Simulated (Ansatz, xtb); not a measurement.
Relative energy of two isomers of CH5FSSi

Structure I: `CS[SiH2]F`, a singlet. Structure II: `C[Si@H](F)S`, a singlet. Both are isolated molecules in the gas phase, relaxed with B3LYP-D3(BJ)/def2-SVP; the shapes shown needn't be the lowest conformers.

I (Å):

```yaml
atoms:
  - { symbol: C, position_ang: [0.5288, 0.1772, 1.1771] }
  - { symbol: F, position_ang: [-1.9067, 1.8028, -0.9098] }
  - { symbol: S, position_ang: [-1.1745, -0.5142, 1.0537] }
  - { symbol: Si, position_ang: [-2.2498, 1.2602, 0.5892] }
  - { symbol: H, position_ang: [0.5843, 0.9539, 1.9530] }
  - { symbol: H, position_ang: [0.8563, 0.5849, 0.2114] }
  - { symbol: H, position_ang: [1.1863, -0.6566, 1.4563] }
  - { symbol: H, position_ang: [-1.8753, 2.3617, 1.5141] }
  - { symbol: H, position_ang: [-3.6891, 0.9088, 0.6516] }
```

II (Å):

```
atom    x (Å)    y (Å)    z (Å)
   C  -0.2999   0.2390   0.4874
   F  -0.0071   1.3433   3.0950
   S  -1.3101  -1.4850   3.0287
  Si  -1.0376   0.4666   2.1814
   H   0.6295  -0.3494   0.5453
   H  -0.0602   1.2162   0.0384
   H  -1.0028  -0.2869  -0.1779
   H  -2.3156   1.2227   2.1820
   H  -2.0134  -1.0493   4.0999
```

Quicker runs give these differences E(II) − E(I): GFN2-xTB +1.2 kcal/mol; HF/STO-3G −10.1 kcal/mol (at GFN2-xTB geometries); r2SCAN-D4/def2-SVP −16.4 kcal/mol (at GFN2-xTB geometries).

Estimate which is lower in electronic energy at CCSD(T)/def2-SVP + ΔMP2/def2-TZVPP, and by roughly how much.

The CCSD(T)/def2-SVP + ΔMP2/def2-TZVPP calculation puts structure II lower, by 15.4 kcal/mol.

The same difference at several levels:

```json
{"level": "GFN2-xTB", "geometry": "GFN2-xTB", "E(II) − E(I) (kcal/mol)": "+1.2", "departure from the last row (kcal/mol)": "+16.7", "job, with rough time for the two": "optimisation, 0.15 s"}
{"level": "HF/STO-3G", "geometry": "GFN2-xTB", "E(II) − E(I) (kcal/mol)": "−10.1", "departure from the last row (kcal/mol)": "+5.3", "job, with rough time for the two": "single point, 0.2 s"}
{"level": "r2SCAN-D4/def2-SVP", "geometry": "GFN2-xTB", "E(II) − E(I) (kcal/mol)": "−16.4", "departure from the last row (kcal/mol)": "−1.0", "job, with rough time for the two": "single point, 1.4 s"}
{"level": "B3LYP-D3(BJ)/def2-SVP", "geometry": "B3LYP-D3(BJ)/def2-SVP", "E(II) − E(I) (kcal/mol)": "−15.3", "departure from the last row (kcal/mol)": "+0.1", "job, with rough time for the two": "optimisation, 20 s"}
{"level": "HF/def2-SVP", "geometry": "B3LYP-D3(BJ)/def2-SVP", "E(II) − E(I) (kcal/mol)": "−16.0", "departure from the last row (kcal/mol)": "−0.6", "job, with rough time for the two": "part of the CCSD(T) run"}
{"level": "MP2/def2-SVP", "geometry": "B3LYP-D3(BJ)/def2-SVP", "E(II) − E(I) (kcal/mol)": "−16.0", "departure from the last row (kcal/mol)": "−0.6", "job, with rough time for the two": "part of the CCSD(T) run"}
{"level": "CCSD(T)/def2-SVP", "geometry": "B3LYP-D3(BJ)/def2-SVP", "E(II) − E(I) (kcal/mol)": "−15.4", "departure from the last row (kcal/mol)": "0.0", "job, with rough time for the two": "single point"}
{"level": "CCSD(T)/def2-SVP + ΔMP2/def2-TZVPP", "geometry": "B3LYP-D3(BJ)/def2-SVP", "E(II) − E(I) (kcal/mol)": "−15.4", "departure from the last row (kcal/mol)": "", "job, with rough time for the two": "single point, 8.2 s"}
```

As drawn, II has 1 C–Si, 1 S–H in place of 1 C–S, 1 Si–H.

GFN2-xTB puts the two in the other order. The largest departure from CCSD(T)/def2-SVP + ΔMP2/def2-TZVPP is that of GFN2-xTB, 16.7 kcal/mol. The last row adds to CCSD(T) the change of the MP2 difference between the two basis sets, here 0.0 kcal/mol.

With harmonic frequencies from B3LYP-D3(BJ)/def2-SVP (ideal gas, rigid rotor, one conformer each, 298.15 K, 1 atm): on the last row, ΔE + ΔZPE = −16.2, ΔH = −16.1, ΔG = −15.9 kcal/mol.

The correlated steps freeze 12 core orbitals. Codes used: Ansatz 0.2.0, xtb 6.7.1; the last row on 2 threads of Intel(R) Xeon(R) 6975P-C (Granite Rapids) on a shared host.
